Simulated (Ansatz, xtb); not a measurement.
# FH2NPZn+: which of two structures lies lower

Structure a: a singlet given by its coordinates. Structure b: a singlet given by its coordinates. Both are isolated ions in the gas phase, relaxed with BLYP-D3(BJ)/def2-SVP.

a (Å):

```yaml
atoms:
  - { symbol: F, position_ang: [-0.4178, 3.3785, -1.9918] }
  - { symbol: N, position_ang: [-0.4532, 1.5708, -0.2131] }
  - { symbol: P, position_ang: [-0.4233, 1.7870, -1.8127] }
  - { symbol: Zn, position_ang: [-0.4743, -0.1236, 0.8088] }
  - { symbol: H, position_ang: [-0.4630, 2.4292, 0.3751] }
  - { symbol: H, position_ang: [-0.4907, -1.4101, 1.6020] }
```

Close contacts (Å): F1–P3 1.60, N2–P3 1.61, N2–Zn4 1.98, N2–H5 1.04, Zn4–H6 1.51.

b (Å):

```yaml
atoms:
  - { symbol: F, position_ang: [-0.9549, 3.2673, 0.0116] }
  - { symbol: N, position_ang: [0.3016, 1.2240, -0.5711] }
  - { symbol: P, position_ang: [0.4401, 2.8286, -0.6605] }
  - { symbol: Zn, position_ang: [-1.2122, 0.1829, 0.1791] }
  - { symbol: H, position_ang: [1.1139, 0.7071, -0.9590] }
  - { symbol: H, position_ang: [-2.3579, -0.6241, 0.7473] }
```

Close contacts (Å): F1–P3 1.61, N2–P3 1.61, N2–Zn4 1.98, N2–H5 1.04, Zn4–H6 1.51.

Q: Which of the two would you expect CCSD(T)/def2-TZVP electronic energies to favour?

A: Structure b; the calculation gives E(b) − E(a) = −0.071 eV.

The same difference at several levels:

| level | geometry | E(b) − E(a) (eV) | departure from the last row (eV) | job, with rough time for the two |
| --- | --- | --- | --- | --- |
| BLYP-D3(BJ)/def2-SVP | BLYP-D3(BJ)/def2-SVP | −0.063 | +0.008 | optimisation, 14 s |
| HF/def2-TZVP | BLYP-D3(BJ)/def2-SVP | −0.081 | −0.009 | part of the CCSD(T) run |
| MP2/def2-TZVP | BLYP-D3(BJ)/def2-SVP | −0.064 | +0.008 | part of the CCSD(T) run |
| CCSD(T)/def2-TZVP | BLYP-D3(BJ)/def2-SVP | −0.071 |  | single point, 78 s |

The levels shown agree on the order. The largest departure from CCSD(T)/def2-TZVP is that of HF/def2-TZVP, 0.009 eV. Levels run at GFN2-xTB geometries aren't shown.

With harmonic frequencies from BLYP-D3(BJ)/def2-SVP (ideal gas, rigid rotor, one conformer each, 600 K, 1 atm): the zero-point term adds +0.004 eV; ΔH is −0.070 and ΔG −0.072 eV.

The correlated steps freeze 12 core orbitals; the last core shell of Zn is correlated, in a basis made for valence electrons. Programs: Ansatz 0.2.0; the last row on 2 threads of Intel(R) Xeon(R) Platinum 8375C CPU @ 2.90GHz (Ice Lake) on a shared host.
